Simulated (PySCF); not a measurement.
# Electron correlation in Te⁺ (tellurium, charge +1)

[Kr] 4d10 5s1 5p3 5d1, high-spin 6D determinant (an excited configuration). Calculation: PySCF 2.14, in aug-cc-pVTZ-PP with one added diffuse shell each of d, f type with ECP28MDF (6s5p5d3f, 67 functions); scalar relativity through the core potential. Frozen: 4s2 4p6 4d10; 5 electrons correlated.

| level | correlation energy (mhartree) |
| --- | --- |
| CCSD | -29.03 |
| (T) | -0.36 |
| CCSD(T) | -29.39 |

Diagnostics: T1 = 0.0034, D1 = 0.0060, largest double amplitude 0.021.

The outer electron is Rydberg-like, and this basis confines it to a smaller radius and binds it less than a complete one would.

Cost of the coupled-cluster step: of the order of 1.2 core-seconds, for 5 correlated electrons.

Iterations:

```
CC2 = 0
CCSD nocc = (np.int64(5), np.int64(0)), nmo = (58, 58)
frozen orbitals [[0, 1, 2, 3, 4, 5, 6, 7, 8], [0, 1, 2, 3, 4, 5, 6, 7, 8]]
max_cycle = 100
direct = 0
conv_tol = 1e-08
conv_tol_normt = 1e-06
diis_space = 8
diis_start_cycle = 0
Init t2, MP2 energy = -0.0220266188767287
Init E_corr(UCCSD) = -0.0220266188768287
cycle = 1  E_corr(UCCSD) = -0.0271930338980037  dE = -0.00516641502  norm(t1,t2) = 0.0282768
cycle = 2  E_corr(UCCSD) = -0.0285054792287571  dE = -0.00131244533  norm(t1,t2) = 0.00859292
cycle = 3  E_corr(UCCSD) = -0.029041878145268  dE = -0.000536398917  norm(t1,t2) = 0.00291631
cycle = 4  E_corr(UCCSD) = -0.0290275623278663  dE = 1.43158174e-05  norm(t1,t2) = 0.000329717
cycle = 5  E_corr(UCCSD) = -0.0290283606489225  dE = -7.98321056e-07  norm(t1,t2) = 3.95933e-05
cycle = 6  E_corr(UCCSD) = -0.0290281829164618  dE = 1.77732461e-07  norm(t1,t2) = 6.20612e-06
cycle = 7  E_corr(UCCSD) = -0.029028261724911  dE = -7.88084492e-08  norm(t1,t2) = 1.16512e-06
cycle = 8  E_corr(UCCSD) = -0.0290282287375266  dE = 3.29873844e-08  norm(t1,t2) = 2.39352e-07
cycle = 9  E_corr(UCCSD) = -0.0290282329327111  dE = -4.19518449e-09  norm(t1,t2) = 5.5838e-08
UCCSD converged
E(UCCSD) = -266.1780444879751  E_corr = -0.02902823293271112
UCCSD(T) correction = -0.000363752275969925
```
